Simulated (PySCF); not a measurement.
Geometry:
```json
{"atom": "In1", "x (Å)": "-0.003", "y (Å)": "0.000", "z (Å)": "-0.005"}
{"atom": "C2", "x (Å)": "2.171", "y (Å)": "-0.017", "z (Å)": "-0.014"}
{"atom": "H3", "x (Å)": "2.576", "y (Å)": "-1.037", "z (Å)": "-0.072"}
{"atom": "H4", "x (Å)": "2.554", "y (Å)": "0.461", "z (Å)": "0.902"}
{"atom": "H5", "x (Å)": "2.552", "y (Å)": "0.564", "z (Å)": "-0.869"}
{"atom": "C6", "x (Å)": "-1.072", "y (Å)": "1.894", "z (Å)": "-0.003"}
{"atom": "H7", "x (Å)": "-1.656", "y (Å)": "1.994", "z (Å)": "0.926"}
{"atom": "H8", "x (Å)": "-1.784", "y (Å)": "1.930", "z (Å)": "-0.843"}
{"atom": "H9", "x (Å)": "-0.389", "y (Å)": "2.752", "z (Å)": "-0.081"}
{"atom": "C10", "x (Å)": "-1.101", "y (Å)": "-1.877", "z (Å)": "0.011"}
{"atom": "H11", "x (Å)": "-2.188", "y (Å)": "-1.722", "z (Å)": "-0.031"}
{"atom": "H12", "x (Å)": "-0.861", "y (Å)": "-2.443", "z (Å)": "0.925"}
{"atom": "H13", "x (Å)": "-0.799", "y (Å)": "-2.498", "z (Å)": "-0.847"}
```

Geometry: PBE0-D3(BJ)/def2-SVP; GIAO absolute shieldings from PySCF, gas phase, scalar relativity only through the core potential, averaged over equivalent atoms.

At PBE0/pcSseg-1 (def2-TZVP on In) (146 basis functions, 18 s wall time on 1 thread of an Arm Neoverse V1, shared host):
```tsv
atoms	σ (ppm)
C2/C6/C10	187.1
H3/H4/H5/H7/H8/H9/H11/H12/H13	31.14
```

Question: What do these become at B3LYP/pcSseg-1 (def2-TZVP on In)?

Answer: 
```tsv
atoms	σ at B3LYP/pcSseg-1 (def2-TZVP on In)	change
C2/C6/C10	180.5	-6.6
H3/H4/H5/H7/H8/H9/H11/H12/H13	31.20	+0.06
```

The largest change is at C2/C6/C10 (carbon bonded to In, 3 H). Cost: 146 basis functions, 15 s wall time on 1 thread of an Arm Neoverse V1, shared host.

In is described by an effective core potential, so it has no shielding of its own here; spin–orbit effects on the atoms bonded to it, which can be large, are absent, and the values of these neighbours are rough.
